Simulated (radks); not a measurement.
Effect of the nuclear size on the hafnium ion Hf66+, [He] 2s2 2p2. All-electron calculation, Dirac Kohn-Sham, relativistic LDA (MacDonald-Vosko exchange, VWN5 correlation), spin-unpolarised, spherical densities, finite nucleus; open shells are shared between the two j in proportion to 2j + 1; Fermi nuclear charge, rms radius 5.347 fm. Program: a radial shooting solver on a logarithmic mesh with Libxc functionals. The rms radius is varied about that value; shifts are against it.

rms radius (fm)  total energy shift (eV)  density at nucleus (e/bohr^3)  1s1/2 shift (meV)  2s1/2 shift (meV)  2p1/2 shift (meV)  2p3/2 shift (meV)  3s1/2 (empty) shift (meV)  3p1/2 (empty) shift (meV)
4.6572                             -11.3                      1.212e+06              -4720               -712              -16.0               20.7                       -205                      -6.94
4.9994                             -5.81                      1.185e+06              -2430               -367              -8.26               10.7                       -106                      -3.58
5.347                                  0                      1.159e+06              0.000              0.000              0.000              0.000                      0.000                      0.000
5.8336                              8.58                      1.126e+06               3590                541               12.2              -15.7                        156                       5.30
6.2881                              17.0                      1.099e+06               7130               1070               24.3              -31.3                        310                       10.5

Slopes of the eigenvalues against <r^2> in GHz/fm^2, as finite differences over the two radii next to the reference (eigenvalue slopes, not the field-shift constants of lines): 1s1/2 161000, 2s1/2 24300, 2p1/2 548, 2p3/2 -706, 3s1/2 (empty) 7010, 3p1/2 (empty) 238.
